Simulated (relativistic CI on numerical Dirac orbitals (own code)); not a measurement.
## Slater and spin-orbit integrals, Sb¹⁵⁺

Calculated at this level of theory: Dirac-Coulomb-Breit CI, KLI orbitals optimised for each configuration, a model potential for QED, unscaled Slater integrals (own radial code, finite nucleus).

Slater integrals F^k, G^k are unscaled and averaged over j, outside the closed core [Ar] 3d10; ζ comes from projecting the Hamiltonian with its Breit term on Σ l·s of the shell.

- 4s²4p⁵4d: ζ(4p) = 57978, F^2(4p,4d) = 129900, G^1(4p,4d) = 164420, G^3(4p,4d) = 104080, ζ(4d) = 6279.3 cm⁻¹; <r>(4p) = 0.7632, <r^2>(4p) = 0.6573, <r>(4d) = 0.81, <r^2>(4d) = 0.7486 (bohr units).
- 4s4p⁶4d: G^2(4s,4d) = 128290, ζ(4d) = 6334.5 cm⁻¹; <r>(4s) = 0.7321, <r^2>(4s) = 0.6015, <r>(4d) = 0.8103, <r^2>(4d) = 0.7491 (bohr units).
- 4s²4p⁵4f: ζ(4p) = 58000, F^2(4p,4f) = 126160, G^2(4p,4f) = 112140, G^4(4p,4f) = 78916, ζ(4f) = 379.03 cm⁻¹; <r>(4p) = 0.7631, <r^2>(4p) = 0.6572, <r>(4f) = 0.8564, <r^2>(4f) = 0.8396 (bohr units).

Averages of the first 10 configurations, taken without configuration mixing, which lowers the lowest level and can move excited configurations by several eV; other configurations of the list can lie among them:

```tsv
Configuration	Parity	States	Average energy above the lowest level (eV)
4s²4p⁶	even	1	0.2
4s²4p⁵4d	odd	60	79.1
4s4p⁶4d	even	20	138.8
4s²4p⁵4f	even	84	166.6
4s4p⁶4f	odd	28	226.5
4s²4p⁵5s	odd	12	178.6
4s²4p⁵5p	even	36	200.0
4s4p⁶5s	even	4	239.4
4p⁶4d²	even	45	280.0
4p⁵4d³	odd	720	357.1
```
